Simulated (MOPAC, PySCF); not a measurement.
[Y(OH)(Br)2], neutral singlet in the gas phase. 

Cartesian coordinates (Å):
```xyz
5

Y      0.0718     0.0679     0.1244
O      0.4602    -1.7562     0.8119
H      0.6532    -2.6429     1.1487
Br     1.4520     2.0949     1.0593
Br    -1.7690     0.3671    -1.7226
```
Charge 0, spin multiplicity 1.

All levels are single points at this geometry (PBE-D3(BJ)/def2-SVP); Pople sets use spherical d functions. Orbital energies aren't observables, and empty levels follow the basis.

M06-2X/6-31G* (LANL2DZ on Y) in PySCF gives gap (eV) = 7.07.

**Question.** Estimate the gap (eV) from each of these levels: B3LYP-D3(BJ)/def2-TZVP in PySCF; PBE-D3(BJ)/def2-TZVP in PySCF; TPSSh-D3(BJ)/def2-TZVP in PySCF; B3LYP/6-311+G** (LANL2DZ on Br, Y) in PySCF; B3LYP/6-31G* (LANL2DZ on Y) in PySCF; B3LYP/LANL2DZ in PySCF; BP86/6-31G* (LANL2DZ on Y) in PySCF; PBE/6-31G* (LANL2DZ on Y) in PySCF; SVWN5/6-31G* (LANL2DZ on Y) in PySCF; HF/6-31G* (LANL2DZ on Y) in PySCF; PM6 in MOPAC; PM7 in MOPAC.

**Answer.** 
| level | gap (eV) |
|---|---|
| B3LYP-D3(BJ)/def2-TZVP in PySCF | 5.06 |
| PBE-D3(BJ)/def2-TZVP in PySCF | 3.65 |
| TPSSh-D3(BJ)/def2-TZVP in PySCF | 4.78 |
| B3LYP/6-311+G** (LANL2DZ on Br, Y) in PySCF | 4.70 |
| B3LYP/6-31G* (LANL2DZ on Y) in PySCF | 4.75 |
| B3LYP/LANL2DZ in PySCF | 4.69 |
| BP86/6-31G* (LANL2DZ on Y) in PySCF | 3.50 |
| PBE/6-31G* (LANL2DZ on Y) in PySCF | 3.39 |
| SVWN5/6-31G* (LANL2DZ on Y) in PySCF | 3.33 |
| HF/6-31G* (LANL2DZ on Y) in PySCF | 10.79 |
| PM6 in MOPAC | 8.14 |
| PM7 in MOPAC | 10.30 |
